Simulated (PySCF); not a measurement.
Species: C5H3NS.
Numbering: `[N:1]#[C:2][c:3]1[cH:4][cH:5][cH:6][s:7]1` (hydrogens: H8 on C4; H9 on C5; H10 on C6)

Structure used (GFN2-xTB), in Å, numbered top down from 1:
```xyz
10
C5H3NS angstrom
N      3.3534   -0.6225    0.5959
C      2.2521   -0.3476    0.4255
C      0.9109   -0.0207    0.2152
C     -0.0652   -0.8200   -0.3247
C     -1.3115   -0.1740   -0.3916
C     -1.2686    1.0978    0.0923
S      0.2900    1.5451    0.6451
H      0.1181   -1.8266   -0.6551
H     -2.2007   -0.6343   -0.7829
H     -2.0697    1.8073    0.1579
```

Theory: TDDFT PBE0/def2-SVPD, vertical, gas phase, core orbitals frozen in the response (PySCF 2.14.0, density-fitted response routines).

Transition dipole moments from the ground state, in atomic units and in the frame of the coordinates above (overall signs are arbitrary), for the states with f of 0.002 or more among the lowest 8:

```csv
state,E (eV),μx,μy,μz
S1,5.128,1.147,-0.588,0.065
S2,5.532,-0.555,-0.525,-0.333
S7,6.919,0.034,0.051,-0.130
S8,7.169,-0.349,-0.663,-0.334
```

(1) What oscillator strength does each state have?

(2) The point group is Cs. Which irreducible representation does each state belong to?

(3) Which bond between heavy atoms lies closest to the direction of the S1 transition dipole?

(4) What angle do the transition dipoles of S1 and S2 make?

(5) How is the summed strength of these states shared among x, y and z?

(6) What peak molar absorption coefficient would the strongest computed level give as a lone Gaussian band 0.4 eV wide at half height?

Results:

(1) f = (2/3) ΔE |μ|² with ΔE in hartree (27.2114 eV).

| state | \|μ\|² (au) | \|μ\| (D) | f |
| --- | --- | --- | --- |
| S1 | 1.665 | 3.28 | 0.209 |
| S2 | 0.696 | 2.12 | 0.094 |
| S7 | 0.021 | 0.37 | 0.004 |
| S8 | 0.673 | 2.09 | 0.118 |

(2) From a totally symmetric ground state, an allowed state transforms like the component of the dipole operator along its μ. Polarised normal to the mirror plane, so A″: S7. Polarised in the mirror plane, so A′: S1, S2 and S8.

(3) C4–C5, at 0° from it; next N1–C2 and C2–C3 at 14°.

(4) |cos θ| = |μa·μb| / (|μa| |μb|) = 0.32, so θ ≈ 71° (taken between 0 and 90°, since the signs are arbitrary).

(5) (2/3) Σ ΔE μα² gives 0.229 for x, 0.159 for y and 0.038 for z, 0.425 in all.

(6) ε(max) = 2.175×10⁸ f / FWHM, with the width in cm⁻¹. S1: 2.175×10⁸ × 0.2092 / 3226 ≈ 14000 L mol⁻¹ cm⁻¹.
